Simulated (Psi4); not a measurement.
Two rigid molecules brought together: BF3 ··· CH3Br (SMILES FB(F)F and CBr). Monomers: optimised at B3LYP-D3(BJ) (def2-TZVP), held rigid. Orientation: lowest of the rigid-body minima from ten starts at GFN2-xTB. R is the distance of the centres of mass, along which the second monomer moves.

- PBE/def2-TZVP, counterpoise-corrected (Psi4)
- PBE-D3(BJ)/def2-TZVP, counterpoise-corrected (Psi4)
- SAPT0/jun-cc-pVDZ, frozen core (Psi4)

Interaction energies in kcal/mol; the last columns give the difference from SAPT0:

```tsv
R / Å	PBE/def2-TZVP	PBE-D3(BJ)/def2-TZVP	SAPT0/jun-cc-pVDZ	PBE/def2-TZVP − SAPT0/jun-cc-pVDZ	PBE-D3(BJ)/def2-TZVP − SAPT0/jun-cc-pVDZ
2.35	17.85	15.80	16.40	1.45	-0.60
2.55	7.10	5.14	6.01	1.09	-0.86
2.77	1.38	-0.40	0.54	0.84	-0.94
2.93	-0.56	-2.20	-1.29	0.73	-0.91
3.11	-1.56	-3.03	-2.20	0.64	-0.83
3.35	-1.89	-3.13	-2.45	0.56	-0.69
3.63	-1.70	-2.69	-2.18	0.48	-0.51
3.91	-1.37	-2.13	-1.75	0.39	-0.37
4.39	-0.85	-1.31	-1.11	0.26	-0.20
5.11	-0.39	-0.60	-0.55	0.16	-0.05
6.15	-0.14	-0.21	-0.23	0.09	0.01
7.40	-0.05	-0.08	-0.09	0.04	0.01
```

PBE/def2-TZVP is furthest from SAPT0/jun-cc-pVDZ at 2.35 (1.45 kcal/mol, above); its mean absolute difference over the points is 0.56 kcal/mol.

PBE-D3(BJ)/def2-TZVP is furthest from SAPT0/jun-cc-pVDZ at 2.77 (-0.94 kcal/mol, below); its mean absolute difference over the points is 0.50 kcal/mol.
